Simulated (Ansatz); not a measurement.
Stepwise reaction of `[CH3][Ga]([F])[F]` with hydrogen, as a gas-phase model of exchange steps in deposition or etching. ΔE in kJ/mol.

Gas-phase electronic energies from Ansatz, PBE0-D4/def2-TZVP geometries. CBS: MP2 limit from def2 TZ/QZ plus the TZ coupled-cluster correction, frozen cores. This one scheme is used for every species. DFT in def2-TZVPP. B3LYP here is the variant with VWN-RPA as its local correlation; programs differ in this. For Ga outer-core shells are correlated without core-valence functions, which leaves a few kJ/mol of doubt a bond. Scalar relativity is left out up to krypton.

| step | reaction | PBE-D4 | B3LYP-D4 | ωB97M-V | CCSD(T)/CBS |
| --- | --- | --- | --- | --- | --- |
| 1 | `[CH3][Ga]([F])[F]` + H₂ → `[CH3][GaH][F]` + H–F | 73.2 | 76.5 | 73.8 | 71.5 |
| 2 | `[CH3][GaH][F]` + H₂ → `[CH3][GaH2]` + H–F | 90.9 | 94.0 | 90.3 | 87.2 |

**Question.** By hand: ΔE of the 2 steps together at CCSD(T)/CBS.

**Answer.** (71.5) + (87.2) = 158.7 kJ/mol, or 79.3 kJ/mol a step.

In ΔE each step is higher than the one before. All are uphill at CCSD(T)/CBS. PBE-D4 differs from CCSD(T)/CBS by 1.7 to 3.7 kJ/mol a step. Isolated molecules leave out the surface, adducts and barriers. Largest T1 diagnostic: 0.014.
